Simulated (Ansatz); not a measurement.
Ansatz (an electronic-structure program) input (B2GP-PLYP/def2-TZVPD):

Ansatz 0.2 input:
```yaml
crystal:
  periodic: [false, false, false]
  atoms:
    - {symbol: Si, position_ang: [-0.03964607, 0.08191686, 0.20429605]}
    - {symbol: C, position_ang: [1.51526067, -0.98676075, -0.14678746]}
    - {symbol: C, position_ang: [-1.42594753, -0.78945211, -0.79667888]}
    - {symbol: O, position_ang: [-0.35414280, 0.33584947, 1.70470583]}
    - {symbol: O, position_ang: [0.25610944, 1.50488618, -0.70218520]}
    - {symbol: H, position_ang: [1.40940040, -1.98078704, 0.29945910]}
    - {symbol: H, position_ang: [2.39591826, -0.51552559, 0.30016025]}
    - {symbol: H, position_ang: [1.71284377, -1.12271885, -1.21787724]}
    - {symbol: H, position_ang: [-1.17146834, -0.92922705, -1.85519687]}
    - {symbol: H, position_ang: [-2.34493202, -0.19748938, -0.74738134]}
    - {symbol: H, position_ang: [-1.64464328, -1.77590892, -0.37536452]}
    - {symbol: H, position_ang: [0.44631419, 1.30621262, -1.62331103]}
basis:
  gaussian:
    orbitals: def2-TZVPD
hamiltonian:
  xc: {name: B2GP-PLYP}
total_charge: -1
magnetization: {spin_polarized: false}
correlation: {electrons: outside_noble_gas}
```

End of the output:

```
integrals: 0.72 GiB planned
1743 factors; integrals over basis functions are off by at most 1.1e-3 eV
mean field: 1.67 GiB planned
mean field evaluation 1: about -14139.6600 eV, gradient 5.5e1 eV
mean field evaluation 2: about -14139.7165 eV, gradient 5.6e1 eV
mean field evaluation 4: about -14145.5505 eV, gradient 1.0e1 eV
mean field evaluation 8: about -14145.7488 eV, gradient 7.6e-1 eV
mean field evaluation 16: about -14145.7499 eV, gradient 1.8e-4 eV
mean field -14145.74993809 eV, -519.8467218910 hartree, gradient 3.7e-6 eV, S^2 0.000000; 0 other end points of the search recorded, 0 dependent functions left out
9 core orbitals not correlated
reference -14145.75008636 eV, -519.8467273401 hartree; 16, 16 occupied and 235, 235 virtual orbitals, 1743 factors
second order -30.32154864 eV of doubles, -0.00000000 eV of singles
Total energy: -14156.66584387 eV, -520.2478740296 hartree
```

It need not be the lowest isomer of its formula. Whether it binds its extra electron was not tested at this geometry.
